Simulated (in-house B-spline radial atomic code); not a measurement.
## Two electrons outside the [He] 2s2 2p6 core: Al II (Al+)

Computed with a B-spline radial code for spherical atoms: configuration interaction (CI) of the two valence electrons in the field of the frozen Dirac-Fock core, alone and with many-body perturbation theory for the core (screened one- and two-electron correlation potentials), Breit and QED terms; no-pair Dirac Hamiltonian, finite nucleus. Labels give the configuration (outer n counted up each series) and the leading LS term, or the jj pair where no LS term holds 70 %.

Excitation energies (cm⁻¹):

```
    level  purity of the LS term  CI alone  CI + MBPT + Breit + QED  Landé g of the LS mixture  measured (NIST)
  3s2 1S0                    1.0         0                        0                          -                0
3s3p 3P°0                    1.0     36248                    37318                          -            37393
3s3p 3P°1                    1.0     36310                    37378                       1.50            37454
3s3p 3P°2                    1.0     36436                    37501                       1.50            37578
3s3p 1P°1                    1.0     59535                    59834                       1.00            59852
  3p2 1D2                    1.0     83507                    85368                       1.00            85481
 3s4s 3S1                    1.0     90002                    91243                       2.00            91274
  3p2 3P0                    1.0     92590                    93961                          -            94085
  3p2 3P1                    1.0     92652                    94022                       1.50            94147
  3p2 3P2                    1.0     92774                    94142                       1.50            94269
 3s4s 1S0                    1.0         ?                        ?                          ?                ?
 3s3d 3D3                    1.0     94158                    95444                       1.33            95549
 3s3d 3D2                    1.0     94158                    95446                       1.17            95551
 3s3d 3D1                    1.0     94159                    95447                       0.50            95551
3s4p 3P°0                    1.0    103956                   105375                          -           105428
3s4p 3P°1                    1.0    103970                   105388                       1.50           105442
3s4p 3P°2                    1.0         ?                        ?                          ?                ?
3s4p 1P°1                    1.0    105572                   106856                       1.00           106921
 3s3d 1D2                    1.0    108796                   110032                       1.00           110090
  3p2 1S0                    1.0    110493                   111645                          -           111637
```

(1) Where does 3s4s 1S0 lie?

(2) Where does 3s4p 3P°2 lie?

(3) What is the first ionisation energy?

Some electric-dipole lines (reduced elements in atomic units, length form; vacuum wavelengths from the computed energies):

```json
{"upper": "3s3p 3P°1", "lower": "3s2 1S0", "D bare (size)": "0.00938", "D with core polarisation (size)": "0.00917", "λ (nm)": "267.53", "A (s⁻¹)": "3e+03"}
{"upper": "3s3p 1P°1", "lower": "3s2 1S0", "D bare (size)": "3.17", "D with core polarisation (size)": "3.12", "λ (nm)": "167.13", "A (s⁻¹)": "1.4e+09"}
{"upper": "3p2 1D2", "lower": "3s3p 3P°1", "D bare (size)": "0.0205", "D with core polarisation (size)": "0.0201", "λ (nm)": "208.38", "A (s⁻¹)": "1.8e+04"}
{"upper": "3s4s 3S1", "lower": "3s3p 3P°0", "D bare (size)": "0.892", "D with core polarisation (size)": "0.9", "λ (nm)": "185.44", "A (s⁻¹)": "8.6e+07"}
{"upper": "3s4s 3S1", "lower": "3s3p 3P°1", "D bare (size)": "1.54", "D with core polarisation (size)": "1.55", "λ (nm)": "185.65", "A (s⁻¹)": "2.5e+08"}
{"upper": "3p2 3P0", "lower": "3s3p 3P°1", "D bare (size)": "1.88", "D with core polarisation (size)": "1.84", "λ (nm)": "176.73", "A (s⁻¹)": "1.2e+09"}
{"upper": "3p2 3P1", "lower": "3s3p 3P°0", "D bare (size)": "1.88", "D with core polarisation (size)": "1.84", "λ (nm)": "176.35", "A (s⁻¹)": "4.2e+08"}
{"upper": "3p2 3P1", "lower": "3s3p 3P°1", "D bare (size)": "1.62", "D with core polarisation (size)": "1.58", "λ (nm)": "176.54", "A (s⁻¹)": "3.1e+08"}
{"upper": "3p2 3P2", "lower": "3s3p 3P°1", "D bare (size)": "2.11", "D with core polarisation (size)": "2.07", "λ (nm)": "176.17", "A (s⁻¹)": "3.2e+08"}
{"upper": "3s3d 3D2", "lower": "3s3p 3P°1", "D bare (size)": "3.39", "D with core polarisation (size)": "3.36", "λ (nm)": "172.21", "A (s⁻¹)": "8.9e+08"}
```

Weak lines are less accurate than strong ones.

## Answers

(1) 94006 cm⁻¹ in CI alone and 95322 cm⁻¹ with all corrections; measured 95351 cm⁻¹.

(2) 104000 cm⁻¹ in CI alone and 105416 cm⁻¹ with all corrections; g = 1.50; measured 105471 cm⁻¹.

(3) 18.818 eV to the 3s1/2 state of the next ion (18.624 eV from CI alone). NIST lists 18.82855 ± 5e-05 eV (measured).
